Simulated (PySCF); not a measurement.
Cartesian coordinates (Å):
```xyz
3

Cl    -1.8128    -0.3538     0.0000
Al    -0.0001     0.7256     0.0000
Cl     1.8129    -0.3535     0.0000
```
Charge 0, spin multiplicity 2.

What is the computed total energy, highest occupied spin orbital and dipole moment (TPSSh-D3(BJ)/def2-TZVP in PySCF 2.14.0)?


```json
{
 "total_energy": "-1163.0119 Ha",
 "highest_occupied_spin_orbital": "-6.21 eV",
 "dipole_moment": "1.45 D"
}
```
